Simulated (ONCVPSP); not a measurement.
What one change does to a pseudopotential (Mo, ONCV)

Mo (Z = 42), optimised norm-conserving Vanderbilt (ONCV), made with ONCVPSP 4.0.1 (PBE, fully relativistic). Core [Ar] 3d10, reference 4s2 4p6 4d5 5s1. Waves: 4s+5s: rc 1.75 bohr, ncon 5, nbas 8, qcut 6.8 1/bohr, 2 projectors; 4p: rc 1.90 bohr, ncon 4, nbas 7, qcut 7.4 1/bohr, 1 projector; 4d: rc 1.75 bohr, ncon 3, nbas 7, qcut 7.8 1/bohr, local. Local part: the d channel. Core correction: Teter function, fcfact 5.25, rcfact 1.4.

Open shells are filled in proportion to 2j + 1.

All-electron outer shells of the reference configuration (PBE, scalar-relativistic, ld1.x):

```csv
shell,level (eV),outermost node (bohr),outermost maximum (bohr)
3d,-220.98,–,0.32
4s,-64.35,0.51,0.99
4p,-38.49,0.52,1.08
5s,-4.09,1.34,2.93
4d,-3.75,0.53,1.38
```

Change: p: nproj 3.

Cutoffs: the cutoffs (Ha) at which the residual kinetic energy of the hardest occupied pseudo-wave falls to 1 and 0.1 mHa per electron; they do not see the model core or the augmentation charge, which bear on the density cutoff. Errors are all-electron minus pseudo energies relative to the spin-unpolarised reference configuration.

Question: What does the change do?

Answer: The potential gets neither clearly harder nor softer (20 Ha and 27 Ha → 20 Ha and 27 Ha); a bound ghost appears in p, which as a rule spoils a file; of the 4 tests that both files solve, the error grows in 2 and shrinks in 1 by more than 15 % and 0.3 meV (median size 0.3 → 0.6 meV); the range in which the p3/2 phases agree widens (upper end 0.7 → at the end of the scan); the range in which the p1/2 phases agree widens (upper end 0.6 → at the end of the scan). In the base the local d channel has no projectors, so it cannot carry the spin–orbit splitting, and the file is wrong for that shell. In the changed file the local d channel has no projectors, so it cannot carry the spin–orbit splitting, and the file is wrong for that shell.

| quantity | base | changed |
| --- | --- | --- |
| cutoff, loose | 20 Ha | 20 Ha |
| cutoff, tight | 27 Ha | 27 Ha |
| bound ghosts | none | p3/2 |
| GHOST(+) flags under 300 eV | none | none |
| largest miss of a reference level, eV | 0.12 | 0.12 |
| error for 4s2 4p6 4d5 5s0, meV [ΔE 6.89 eV] | -0.5 | -0.9 |
| error for 4s2 4p6 4d4 5s0, meV [ΔE 22.35 eV] | +0.1 | -0.4 |
| error for 4s2 4p6 4d3 5s0, meV [ΔE 49.09 eV] | +6.9 | +5.6 |
| error for 4s2 4p6 4d5 5s0.5, meV [ΔE 2.73 eV] | -0.1 | -0.2 |
| s: phases at 1.77 bohr within 0.05 rad from the reference energy up to (Ha; the scan ends near 5) | to the end of the scan | to the end of the scan |
| p3/2: phases at 1.93 bohr within 0.05 rad from the reference energy up to (Ha; the scan ends near 5) | 0.7 | to the end of the scan |
| p1/2: phases at 1.93 bohr within 0.05 rad from the reference energy up to (Ha; the scan ends near 5) | 0.6 | to the end of the scan |
| d5/2: phases at 1.77 bohr within 0.05 rad from the reference energy up to (Ha; the scan ends near 5) | to the end of the scan | to the end of the scan |
| d3/2: phases at 1.77 bohr within 0.05 rad from the reference energy up to (Ha; the scan ends near 5) | 3.4 | 3.4 |
| rms error of d²Exc/dni dnj with the model core, mHa | 3.37 | 3.39 |

 A true bound ghost makes a file unfit for plane-wave use even where its test errors are small: the radial tests pick states by their node count and pass the ghost by.
